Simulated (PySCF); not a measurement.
A side-by-side comparison of computed properties.

First species: GaCl2(iPr), C3H7Cl2Ga.
Z-matrix (Å and degrees, PBE0-D3(BJ)/def2-SVP geometry), rows numbered from 1:
```
Ga
Cl  1  2.1464
Cl  1  2.1509  2  114.26
C   1  1.9660  2  126.10  3  -178.74
C   4  1.5262  1  109.89  2  -133.22
C   4  1.5281  1  109.34  2   103.10
H   4  1.1028  1  105.90  2   -14.66
H   5  1.1012  4  112.43  1    61.17
H   5  1.1018  4  111.47  1   -59.59
H   5  1.1037  4  110.45  1  -178.86
H   6  1.1038  4  110.33  1   179.53
H   6  1.1013  4  112.53  1   -60.70
H   6  1.1022  4  111.64  1    60.65
```

Second species: [Cu(PH3)2]+ (charge +1 and singlet state).
SMILES: `[PH3]->[Cu+]<-[PH3]`

Levels: wB97X-D/def2-SVPD for HOMO energy, LUMO energy, HOMO–LUMO gap and static isotropic polarisability; TDDFT wB97X-D/def2-SVPD for lowest singlet excitation; TDA wB97X-D/def2-SVPD for lowest triplet excitation (Tamm–Dancoff). Geometries: PBE0-D3(BJ)/def2-SVP. Each species is one conformer at its optimised geometry, gas phase, non-relativistic unless stated. Electronic properties by PySCF.

Q: Which of the two has the higher HOMO–LUMO gap, and by how much?

A: The second: 10.81 eV against 10.36 eV, a difference of 0.45 eV.

Q: Which of the two has the higher HOMO energy, and by how much?

A: The first: -9.97 eV against -14.44 eV, a difference of 4.47 eV.

Q: Which of the two has the higher static isotropic polarisability, and by how much?

A: The first: 91.5 au against 66.7 au, a difference of 24.8 au.

Q: Which of the two has the higher LUMO energy, and by how much?

A: The first: 0.39 eV against -3.63 eV, a difference of 4.02 eV.

On the first: No computed singlet falls in the visible range (750 to 380 nm, 1.65 to 3.26 eV); S1 lies 2.51 eV above its blue end. S1 lies 4.59 eV below the HOMO–LUMO gap; its leading configuration is HOMO→LUMO, weight 0.94. The calculation is non-relativistic and has no spin–orbit coupling, an omission that weighs most on gallium.

On the second: The vertical singlet–triplet gap S1 − T1 is 0.35 eV (TDDFT singlet less Tamm–Dancoff triplet). The principal polarisabilities are 56.6, 56.6 and 86.8 au; their mean is the isotropic value.
